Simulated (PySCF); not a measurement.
C3H5BF2, SMILES C=C(F)B(C)F.

The structure is a stationary point at PBE0-D3(BJ)/def2-SVP. This is a generated structure with no PubChem entry under its InChIKey; it may be hypothetical. One conformer was computed; it need not be the lowest.

The numbers are results of PBE/def2-TZVP (PySCF), not measurements.

| Property | Result |
|---|---|
| total energy | -341.66124 hartree |
| highest occupied level | -6.69 eV |
| lowest empty level | -2.48 eV |
| orbital gap | 4.20 eV |
| dipole moment | 0.13 D |
| quadrupole, principal values (traceless, Buckingham form, about the centre of nuclear charge) | -6.24, 0.17, 6.07 D·Å |
| mean static polarisability | 52.8 bohr³ (7.82 Å³) |
| polarisability, principal values | 37.2, 49.0, 72.1 bohr³ |
